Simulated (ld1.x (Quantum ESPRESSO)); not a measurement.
## Ti (Z = 22), ultrasoft: configuration errors across variants

- Element: Ti (Z = 22)
- Generator: ld1.x (Quantum ESPRESSO) 7.5
- Type: ultrasoft
- Functional: BLYP
- Relativity: scalar-relativistic
- Frozen core: [Ar]
- Valence charge: 4
- Reference configuration: 3d2 4s2 4p0
- Partial waves: 4s (bound): rcut 2.45, rcutus 2.75 bohr; 4s channel at 2.2 Ry: rcut 2.45, rcutus 2.75 bohr; 4p (bound, empty): rcut 2.20, rcutus 3.05 bohr; 4p channel at 0.4 Ry: rcut 2.20, rcutus 3.05 bohr; 3d (bound): rcut 1.65, rcutus 1.80 bohr; 3d channel at 1.3 Ry: rcut 1.65, rcutus 1.80 bohr
- Local potential: all-electron potential smoothed inside 2.05 bohr (lloc = -2)
- Core correction: Bessel-smoothed model core inside 1.30 bohr
- Augmentation charge: PSQ, radius 1.30 bohr

All-electron excitation energies from the reference (eV): (1) 3d2 4s1 4p0 7.287; (2) 3d2 4s0 4p0 21.005; (3) 3d1 4s0 4p0 47.949.

1 further variants failed, have other tests or another functional or relativity, and are left out.

Errors AE − PS in meV (a dash: test not solved or not reliable):

| change | (1) | (2) | (3) | bound ghosts |
| --- | --- | --- | --- | --- |
| base | -1.5 | -13 | -583 | none |
| local potential all-electron potential smoothed inside 1.95 bohr (lloc = -1) | -1.4 | -13 | -583 | none |
| wave 3d channel at 1.3 Ry: rcut 1.65, rcutus 1.80 bohr becomes 3d channel at 1.24 Ry: rcut 1.65, rcutus 1.80 bohr | -1.5 | -13 | -592 | none |
| waves 4p (bound): rcut 2.20, rcutus 4.28 bohr; 4p channel at 0.4 Ry: rcut 2.20, rcutus 4.28 bohr | -1.5 | -13 | -583 | none |
| type PAW; local potential all-electron potential smoothed inside 1.85 bohr (lloc = -1); augmentation BESSEL, radius 1.30 bohr | -0.9 | -11 | -688 | none |

(1) Give the same row for: all radii but the core radius scaled by about 1.24 (s 3.42, p 3.78, d 2.24 bohr, rcut 3.04/2.74/2.04); local potential all-electron potential smoothed inside 2.54 bohr (lloc = -2); augmentation PSQ, radius 1.62 bohr.

Results:

(1) -1.2, -13, -570; bound ghosts: none.
